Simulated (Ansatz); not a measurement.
Geometry optimisation, Ansatz, RKS B3LYP-D4/def2-mTZVP.

The input (input.yaml):

```yaml
crystal:
  periodic: [false, false, false]
  atoms:
    - { symbol: Ga, position_ang: [-0.11755, 0.67061, -0.346699] }
    - { symbol: H, position_ang: [-0.470335, 0.068855, 2.338855] }
    - { symbol: H, position_ang: [1.190261, -0.185422, -0.429558] }
    - { symbol: "N", position_ang: [-1.64058, -0.031195, -1.086476] }
    - { symbol: H, position_ang: [-1.683565, -0.937265, -1.52787] }
    - { symbol: H, position_ang: [-2.533502, 0.437752, -1.105811] }
    - { symbol: P, position_ang: [-0.246301, 2.813319, 0.484348] }
    - { symbol: H, position_ang: [-1.44623, 2.61052, 1.220697] }
    - { symbol: H, position_ang: [0.610984, 2.590563, 1.595888] }
    - { symbol: H, position_ang: [-0.447782, 0.733664, 2.092024] }
basis:
  gaussian: { orbitals: def2-mTZVP }
hamiltonian:
  xc: b3lyp
  dispersion: d4
relax:
  f_tol: 0.03
  max_steps: 50
```

Command:

```bash
$ ansatz run input.yaml --threads 2 --pin off --max-ram 3072MiB --backend cpu --events-out ev --progress --plain --runs-dir out
```

**Question.** Where does it end, and by what steps?

**Answer.** The forces met the threshold. After 8 steps the energy has fallen by 0.211 eV; H10 moved furthest, 0.83 Å.

```csv
step,energy less start (eV),largest force component (eV/Å),accepted
0,0.0000,1.407,yes
1,-0.1397,0.239,yes
2,-0.1783,0.115,yes
3,-0.1962,0.210,yes
4,-0.2066,0.118,yes
5,-0.2097,0.047,yes
6,-0.2103,0.080,yes
7,-0.2106,0.037,yes
8,-0.2108,0.007,yes
```

```xyz
10
Properties=species:S:1:pos:R:3
Ga -0.105 0.765 -0.504
H -0.488 -0.413 2.894
H 1.205 -0.091 -0.594
N -1.637 0.031 -1.180
H -1.689 -0.899 -1.569
H -2.540 0.483 -1.176
P -0.224 2.982 0.231
H -1.445 2.815 0.945
H 0.598 2.775 1.375
H -0.459 0.324 2.815
```

Whether the end is a true minimum wasn't checked by a vibrational analysis.

Time of the run: 21 s on 2 threads of Arm Neoverse V2, with other jobs on the host, peak memory 0.2 GiB.
